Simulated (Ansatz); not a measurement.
Match the barriers

Saddle point of GeSiH4Cl2, closed shell (GeSiH₄Cl₂ ([Cl][SiH]([Cl])[GeH3]) → SiCl₂ + GeH₄; bonds formed: Ge1–H3; bonds broken: Ge1–Si2, Si2–H3), PBE0-D4/def2-TZVP structure:

```csv
atom,x (Å),y (Å),z (Å)
Ge1,-0.0488,0.2303,1.1750
Si2,-0.4085,0.2238,-1.2534
H3,0.5710,-0.7403,-0.2706
Cl4,-1.2879,-1.4469,-2.1110
Cl5,1.2181,0.7511,-2.4260
H6,-1.4486,0.5945,1.7019
H7,0.9614,1.3772,1.2008
H8,0.4435,-0.9897,1.9831
```

Computed with Ansatz 0.2.0 (basis: def2-TZVPP, with def2-QZVPP for the basis limit); correlated methods freeze the cores. Filled d shells of the heavier atoms are correlated. The def2 sets are not built for correlating such inner shells, so the correlated values are less sure here. Extrapolation: Hartree–Fock as exp(−7.88 √X), correlation as X^−2.97. Four methods, as single points on the PBE0-D4 structures, gave these electronic barriers from the start structure: 52.99, 55.55, 60.53, 67.75 kcal/mol.

Problem. The methods were, in alphabetical order, BLYP-D4, HF, MP2, PBE0-D4. Which gave which? (Judge from chemistry; the calculation decides.)

Solution. Computed: BLYP-D4 52.99; PBE0-D4 55.55; MP2 60.53; HF 67.75 kcal/mol. For comparison, CCSD(T) at an estimated basis limit (MP2 extrapolated from triple and quadruple zeta, plus CCSD(T) − MP2 in triple zeta) gives 58.96 kcal/mol.

The T1 diagnostic stays at or below 0.013. The restricted Hartree–Fock reference is unstable towards an unrestricted one at one or more of these structures.

Losses and insertions of silylenes and their heavier kin drive the gas-phase chemistry of silicon and germanium vapour deposition.

Labels in which every atom is bracketed show which atoms are joined, not bond orders.

For scale, one of the runs: CCSD(T)/def2-TZVPP, 230 basis functions (an equivalent command: `ansatz run in.yaml --threads 4`). The run took 2.1 min on 4 CPU threads (shared host), with 3.5 GiB of host memory at its peak.
